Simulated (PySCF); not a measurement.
# Vertical excitation energies

Compound: C3H8F2OSi2.
SMILES: `CO[SiH2]C([SiH3])=C(F)F`

Theory: PySCF, TDDFT CAM-B3LYP/def2-SVPD, vertical, gas phase, core orbitals frozen in the response. Geometry: GFN2-xTB, one conformer, isolated molecule. Torsions of this conformer, `[CH3:1][O:2][SiH2:3][C:4]([SiH3:5])=[C:6]([F:7])[F:8]`: C1–O2–Si3–C4 180°, O2–Si3–C4–Si5 0°.

```tsv
state	E (eV)	ν̃ (cm⁻¹)	f	main configurations (H = HOMO, L = LUMO)
S1	6.99	56370	0.0050	H→L+2 (64%), H→L+1 (22%)
S2	7.13	57520	0.280	H→L (94%)
S3	7.25	58450	0.0081	H→L+1 (30%), H→L+2 (25%), H-1→L+1 (21%)
S4	7.29	58760	0.0001	H-2→L (60%), H-3→L (20%)
S5	7.50	60470	0.0000	H-1→L+1 (56%), H→L+1 (20%)
S6	7.92	63860	0.058	H-1→L (92%)
S7	7.93	63940	0.0006	H→L+3 (57%), H→L+6 (8%)
S8	8.06	65020	0.057	H-2→L+1 (72%)
```

Triplets, Tamm–Dancoff:

```csv
state,E (eV),λ (nm),"main configurations (H = HOMO, L = LUMO)"
T1,4.51,274.8,H→L (88%)
T2,6.77,183.2,"H→L+2 (55%), H→L+1 (22%), H-1→L+1 (9%)"
T3,6.91,179.4,"H-2→L (63%), H-3→L (22%), H-4→L (10%)"
```

The lowest singlet comes at 177 nm (674 kJ/mol) in the vacuum ultraviolet; it is very weak; its leading configuration is HOMO→LUMO+2 (64%). The most intense listed level is S2 at 7.13 eV (174 nm, f = 0.280), 0.14 eV above S1. Löwdin shares by element: HOMO carbon 56% or more, fluorine 16% (atoms not listed hold the other 27%); LUMO carbon 56% or more, silicon 18% (atoms not listed hold the other 26%). The listed states span 1.07 eV, and the widest gap between neighbours is 0.42 eV (S5 to S6). Weighted by f, the mean energy of these states is 7.38 eV. Of the 8 states listed, 3 reach f = 0.01 and 2 stay under 0.0005. The window holds the lowest 8 singlets.
